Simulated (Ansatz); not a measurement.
TeF₄⁺. Charge 1, multiplicity 2. Geometry B3LYP-D4/def2-SVP; atoms count from 1.

| atom | x (Å) | y (Å) | z (Å) |
| --- | --- | --- | --- |
| Te1 | 0.258 | 0.185 | 0.172 |
| F2 | 0.182 | -0.697 | 1.897 |
| F3 | 0.784 | 1.391 | -1.252 |
| F4 | -1.577 | 0.498 | 0.029 |
| F5 | 0.353 | -1.377 | -0.846 |

In the def2 sets Te takes a core potential; there is no spin–orbit coupling.

(1) Estimate the Mulliken populations from the PBE0/def2-TZVP orbitals of Ansatz.

(2) Where does the spin sit?

(3) And the Mayer bond orders between bonded heavy atoms (over 0.3)?

Answers

(1) 
```
atom  charge (e)  spin (α − β)
 Te1        1.76          0.26
  F2       -0.17          0.33
  F3       -0.17          0.33
  F4       -0.21          0.04
  F5       -0.21          0.04
```
Mulliken values and Mayer orders depend strongly on the basis.

(2) Summed by element: Te 0.26, F 0.74, of 1 unpaired in all. Largest on single atoms: F2 0.33, F3 0.33, Te1 0.26.

(3) Te1–F2 0.96 (1.94 Å); Te1–F3 0.96 (1.94 Å); Te1–F4 1.10 (1.87 Å); Te1–F5 1.10 (1.87 Å).
